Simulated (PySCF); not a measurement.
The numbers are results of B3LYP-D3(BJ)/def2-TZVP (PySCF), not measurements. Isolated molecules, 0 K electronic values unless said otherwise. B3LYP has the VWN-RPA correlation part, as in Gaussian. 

Reference species (SMILES): `C/C(Cl)=C\Cl` (neutral, multiplicity 1).

```yaml
S1 oscillator strength: 0.000
HOMO: -6.94 eV
```

Changed species: `ClC1(Cl)CC1`.

Q: Predict the effect on the S1 oscillator strength and HOMO.

A: the S1 oscillator strength stays essentially unchanged; the HOMO falls by 0.75 eV, to -7.69 eV.
